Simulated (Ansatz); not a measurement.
A nudged elastic band was laid between two geometries of CH7Al2N (11 atoms, charge 0, multiplicity 1).

Method: RKS BLYP-D4/def2-SVP in Ansatz.

```yaml
movable_images: 7
climbing_image: yes
spring: 5.0 eV/Å²
optimiser: quadratic models (default)
start_path: through a guess of the saddle point
force_threshold: 0.03 eV/Å
iteration_limit: 60
end_points: relaxed
```

Image 0:

```xyz
11
Properties=species:S:1:pos:R:3
C -0.004 1.442 0.090
N 0.034 -0.043 0.007
Al -0.415 -1.026 1.473
Al 0.456 -0.837 -1.577
H 0.993 1.865 0.345
H -0.312 1.906 -0.872
H -0.712 1.798 0.868
H -0.311 -2.608 1.375
H -0.904 -0.239 2.769
H 0.695 0.108 -2.837
H 0.545 -2.422 -1.620
```

Image 8:

```xyz
11
Properties=species:S:1:pos:R:3
C -0.410 1.314 -0.159
N -0.321 -0.161 -0.317
Al 0.147 -1.388 1.199
Al 1.412 -1.024 -0.976
H 0.483 1.680 0.387
H -0.442 1.833 -1.140
H -1.300 1.618 0.434
H -0.877 -2.608 1.308
H 0.695 -0.564 2.452
H 1.826 -0.249 -2.338
H -1.150 -0.506 -0.829
```

(1) What changes between the two ends?

(2) What energy profile does the band end with?

(3) What is the geometry of the highest image?

## Answers

(1) Bonds broken: Al4–H11. Bonds formed: N2–H11.

(2) It converged. The highest image is number 5 of 0 to 8, 261.9 kJ/mol above the first end and 174.5 kJ/mol above the last; the last end lies 87.4 kJ/mol above the first. Neighbouring images differ by up to 1.5 eV, so the band resolves the path poorly. A vibrational analysis at the climbing image gives one clearly imaginary mode, 1283i cm⁻¹: a first-order saddle point. The orbitals stay closed-shell, which can raise the energy where a bond breaks towards radicals; this wasn't checked here.

```tsv
image	path coordinate (Å)	energy (kJ/mol)	Al4–H11 (Å)	N2–H11 (Å)
0	0.00	0.0	1.59	2.93
1	0.81	0.1	1.59	2.93
2	1.61	3.7	1.59	2.93
3	2.42	21.3	1.58	2.81
4	3.22	117.0	1.57	2.26
5	4.03	261.9	1.72	1.47
6	4.94	140.0	2.36	1.04
7	5.84	91.3	2.68	1.03
8	6.75	87.4	2.62	1.03
```

(3) 
```xyz
11
Properties=species:S:1:pos:R:3:forces:R:3
C -0.200 1.298 -0.096 0.01 0.00 0.01
N -0.033 -0.180 -0.127 0.01 0.00 -0.02
Al -0.265 -1.184 1.416 0.00 -0.01 0.00
Al 0.921 -1.056 -1.621 0.00 0.00 0.01
H 0.775 1.793 -0.296 0.00 0.00 0.00
H -0.896 1.619 -0.899 0.00 0.00 0.00
H -0.608 1.675 0.866 0.00 0.00 0.00
H -0.519 -2.743 1.311 0.00 0.00 0.00
H -0.245 -0.349 2.769 0.00 0.00 0.00
H 1.850 0.139 -2.222 0.00 0.00 0.00
H -0.715 -1.069 -1.082 -0.01 0.00 0.00
```

Time of the run: 120 s on 2 threads of Intel(R) Xeon(R) 6975P-C (Granite Rapids) (shared host), peak memory 0.16 GiB.
